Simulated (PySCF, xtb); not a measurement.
Zr(Cl)2(OH) (Cl₂HOZr), SMILES [Cl][Zr+]([Cl])[OH], charge +1, multiplicity 1. One conformer was computed; it need not be the lowest.

Harmonic wavenumbers (cm⁻¹) from xtb with GFN2-xTB at its own minimum, in rising order: 77, 86, 119, 254, 317, 402, 420, 666, 3460.

Q: What does PySCF 2.14.0 with PBE0-D3(BJ)/def2-SVP give at its own minimum? (The exact figures need the calculation; the answer reports its results.)

A: 96, 123, 157, 415, 445, 471, 541, 839, 3856. Paired by order, the mean absolute difference is 127 cm⁻¹ and the zero-point energies are 8.3 and 9.9 kcal/mol.
